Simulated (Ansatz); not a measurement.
Saddle point of GeH$_{7}$OF, singlet (GeH₄ + H₂O + HF → GeH₄O ([OH][GeH3]) + HF + H₂; bonds formed: Ge1–O7, H2–H8, H6–F9; bonds broken: Ge1–H2, H6–O7, H8–F9), PBE0-D4/def2-TZVP structure:

```xyz
10
angstrom
Ge -0.7418 -0.8271 -0.0712
H 1.1212 -0.8189 -0.1527
H -0.6477 -1.6937 -1.3334
H -0.5540 -1.5280 1.2839
H -2.2176 -0.3032 -0.0383
H 0.7006 1.3181 0.0303
O -0.2927 1.1042 -0.2795
H 1.6292 -0.0212 0.1104
F 1.9599 1.0772 0.3588
H -0.9572 1.6925 0.0915
```

Energies are electronic, without zero-point energy. Barriers and step energies count from the start structure reached by relaxing down the imaginary mode; all methods use the PBE0-D4 structures, on which another method's saddle can fall below an end. Program: Ansatz 0.2.0. Basis: def2-TZVPP, with def2-QZVPP for the basis limit. Cores are frozen in the correlated methods. Filled d shells of the heavier atoms are correlated. The def2 sets are not built for correlating such inner shells, so the correlated values are less sure here. B3LYP uses VWN-RPA correlation. Extrapolation: Hartree–Fock as exp(−7.88 √X), correlation as X^−2.97.

| method | barrier (eV) | step energy (eV) |
| --- | --- | --- |
| SPW92 | ? | -0.068 |
| PBE-D4 | 1.299 | -0.122 |
| BLYP-D4 | 1.430 | -0.193 |
| r2SCAN-D4 | 1.410 | -0.161 |
| B97M-V | 1.606 | -0.068 |
| PBE0-D4 | 1.537 | -0.103 |
| B3LYP-D4 | 1.601 | -0.168 |
| r2SCAN0-D4 | 1.598 | -0.133 |
| BHLYP-D4 | ? | -0.157 |
| CAM-B3LYP-D4 | 1.624 | -0.170 |
| wB97X-V | 1.696 | -0.168 |
| wB97M-V | 1.696 | -0.134 |
| B2PLYP | 1.700 | -0.187 |
| PBE-QIDH | 1.701 | -0.147 |
| RPA on PBE | ? | -0.173 |
| HF | 2.484 | -0.152 |
| MP2 | 1.744 | -0.220 |
| CCSD | 1.933 | -0.134 |
| CCSD(T) | 1.801 | -0.154 |

(1) Fill in the withheld barriers. (To be estimated.)

The T1 diagnostic stays at or below 0.013.

Answers

(1) The calculation gives: RPA on PBE 1.768; BHLYP-D4 1.848; SPW92 0.845 eV. Each is the energy of the saddle less that of the start structure, by the same method.

For comparison, the barrier by CCSD(T) at an estimated basis limit (MP2 extrapolated from triple and quadruple zeta, plus CCSD(T) − MP2 in triple zeta) is 1.856 eV.

Labels in which every atom is bracketed show which atoms are joined, not bond orders.

For scale, one of the runs: CCSD(T)/def2-TZVPP, 208 basis functions, launched by `ansatz run in.yaml --threads 4 --pin off --events-out ev --progress --plain --max-ram 9574MiB`. Time: 88 s of wall clock on 4 CPU threads of an Arm Neoverse V2; the host was shared. Peak host memory: 3 GiB.
